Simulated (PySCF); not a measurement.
**How methods differ on the ionisation energy of Sn²⁺**

Sn²⁺ [Kr] 4d10 5s2 (1S) → Sn³⁺ [Kr] 4d10 5s1 (2S), as a difference of total energies. Calculation: PySCF 2.14, in aug-cc-pwCVTZ-DK3 with one added diffuse shell each of s, p, d, f type (11s10p8d5f1g, 125 functions); the spin-free X2C one-electron Hamiltonian (Gaussian nucleus). Correlated levels: valence: [Kr] 4d10 frozen; valence and next inner shell: [Ar] 3d10 frozen. The calculations carry no spin-orbit coupling.

```
                                method  ionisation energy (eV)  error (eV)
                                   UHF                  28.520      -1.986
                                   LDA                  31.161      +0.655
                                   PBE                  30.684      +0.178
                                  PBE0                  30.337      -0.169
                                r2SCAN                  30.301      -0.205
                                 TPSSh                  30.251      -0.255
                                  PW91                  30.785      +0.279
                                revPBE                  30.496      -0.010
                         MP2 (valence)                  29.215      -1.291
                     SCS-MP2 (valence)                  29.355      -1.151
    MP2 (valence and next inner shell)                  30.595      +0.089
SCS-MP2 (valence and next inner shell)                  30.485      -0.021
```

Reference: 30.506 eV (measured; NIST Atomic Spectra Database, ionization energies).

Errors of the correlated levels include the incompleteness of this basis and the frozen core.
